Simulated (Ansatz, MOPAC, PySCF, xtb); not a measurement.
Complex: CH2O (SMILES C=O) (first 4 atoms) with GeH4 (SMILES [GeH4]); geometry from B3LYP-D3(BJ)/def2-TZVP, rigid monomers moved along the line of their centres of mass till O2···Ge5 is 2.94 Å.
(charge 0, multiplicity 1):
```xyz
9

C      0.49125    -0.57725     0.39054
O      0.43459     0.47642     0.96144
H      0.72650    -0.64478    -0.68852
H      0.31123    -1.53524     0.91435
Ge    -0.19718     0.02096     3.79587
H     -0.53035    -0.30619     5.26409
H     -0.17914    -1.29968     3.00781
H      1.18199     0.68730     3.73195
H     -1.27571     0.95321     3.23260
```

Interaction energies are E(AB) − E(A) − E(B) at the monomers' geometry in the complex; basis-set methods are counterpoise corrected.

The state that AM1 reach isn't checked.

Run with Ansatz (a quantum-chemistry and plane-wave program); MOPAC for AM1 (differences of heats of formation); PySCF for the dispersion terms; xtb for the GFN methods. Each number belongs to the level named beside it.

### Question
One of these levels gives -221.4 meV for the interaction energy. Name it.
A) GFN1-xTB
B) GFN2-xTB
C) AM1
D) PBE0-D4/def2-TZVPPD

### Answer
B, GFN2-xTB. The others give 70.4 (AM1), -379.5 (GFN1-xTB), -48.3 (PBE0-D4/def2-TZVPPD)
